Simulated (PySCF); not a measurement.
Excitations are Tamm–Dancoff values on a coarser integration grid. The basis has no diffuse functions, so Rydberg states are missing or too high.

Z-matrix (Å, degrees):
```
N
H 1 1.0082
C 1 1.4494 2 113.63
H 3 1.0927 1 109.43 2 174.60
H 3 1.0932 4 107.29 1 120.28
H 3 1.0960 4 107.54 5 116.46
Si 1 1.6972 2 117.65 3 -156.48
H 7 1.4787 1 108.14 2 -34.14
H 7 1.4795 8 113.80 1 120.97
Cl 7 2.0747 8 106.41 9 115.14
```
Charge 0, spin multiplicity 1.

### Question
Predict the dipole moment, total energy, T1 excitation (TDA), LUMO and brightest of the four lowest singlets (TDA) from PBE0-D4/def2-TZVP run with PySCF.

### Answer

```yaml
dipole_moment: 2.23 D
total_energy: -845.9100 Ha
T1 excitation (TDA): 6.06 eV
LUMO: 0.56 eV
brightest of the four lowest singlets (TDA): 7.58 eV
```
